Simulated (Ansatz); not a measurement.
Mulliken charges of Cl₂FHOSi (`O[Si](F)(Cl)Cl`) from r2SCAN/def2-TZVPP in Ansatz (PBE0-D4/def2-TZVP geometry).

```tsv
atom	x (Å)	y (Å)	z (Å)	charge (e)
O1	-0.508	0.454	1.123	-0.368
Si2	0.220	0.013	-0.247	0.837
F3	1.583	-0.727	0.044	-0.279
Cl4	-0.921	-1.273	-1.320	-0.213
Cl5	0.618	1.684	-1.295	-0.193
H6	-0.950	-0.216	1.648	0.215
```

Question: By hand: the dipole of these point charges (1 e Å = 4.8032 D).

Answer: Σ q r = (-0.198, -0.054, 0.253) e Å, of length 0.326 e Å = 1.57 D.

Question: How does the dipole of the full density compare? (Estimate.)

Answer: Ansatz gave: (-0.238, -0.143, 0.233) e Å, 1.74 D; the point charges give 0.90 times that, at 15° from its direction.

Point charges leave out the atoms' own dipoles, such as those of lone pairs, and Mulliken's split depends on the basis, so the close match here is no proof of good charges.
